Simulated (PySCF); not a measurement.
Ionisation energy of Ar⁺ by level of theory

Ar⁺ [Ne] 3s2 3p5 [3p1/2^2 3p3/2^3, M_J = 3/2] → Ar²⁺ [Ne] 3s2 3p4 [3p1/2^2 3p3/2^2, M_J = 2], as a difference of total energies. Computed with PySCF 2.14 in x2c-SVPall-2c (4s4p1d, 21 functions), with the two-component X2C-1e Hamiltonian. Correlated levels: [Ne] frozen. "Screened" scales the spin-orbit matrix elements by Boettger's factors to mimic the two-electron term; Breit and QED terms are absent.

```csv
method,ionisation energy (eV)
GHF (spin-free),26.668
GMP2 (spin-free),27.324
GHF (screened spin-orbit),26.656
GMP2 (screened spin-orbit),27.312
```

Q: How much does correlation contribute at GMP2 (screened spin-orbit)?

A: 27.312 − (26.656) = 0.656 eV, measured against GHF (screened spin-orbit).

Errors of the correlated levels include the incompleteness of this basis and the frozen core.

The labels give the starting determinants; with spin-orbit coupling the two ends relaxed to ⟨J²⟩ = 3.76, ⟨L²⟩ = 2.00, ⟨S²⟩ = 0.75 and ⟨J²⟩ = 6.01, ⟨L²⟩ = 2.02, ⟨S²⟩ = 2.00.

For comparison: 27.630 eV (measured; NIST Atomic Spectra Database, ionization energies).
